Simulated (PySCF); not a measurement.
Method: ωB97X-D3(BJ)/def2-TZVP // PBE0-D3(BJ)/def2-SVP (PySCF). All species are isolated molecules in the gas phase. One relaxed conformer stands for a flexible species; it need not be the lowest. Delta-SCF ions had no search for a lower state. Excitations are Tamm–Dancoff values on a coarser integration grid. The basis has no diffuse functions, so Rydberg states are missing or too high.

Reference species (SMILES): `C=C(F)c1ccc([SiH3])cc1` (F–C–C–C torsion 5°) (neutral, multiplicity 1).

* **S1–T1 gap (TDA)**: 1.84 eV
* **vertical ionisation energy (Delta-SCF)**: 8.66 eV

Changed species: `C=Cc1cc(F)ccc1[SiH3]` (C–C–C–C torsion 20°).

Q: Give the shifts of the S1–T1 gap (TDA) and vertical ionisation energy (Delta-SCF).

A: the S1–T1 gap (TDA) falls by 0.11 eV, to 1.73 eV; the vertical ionisation energy (Delta-SCF) rises by 0.06 eV, to 8.72 eV.
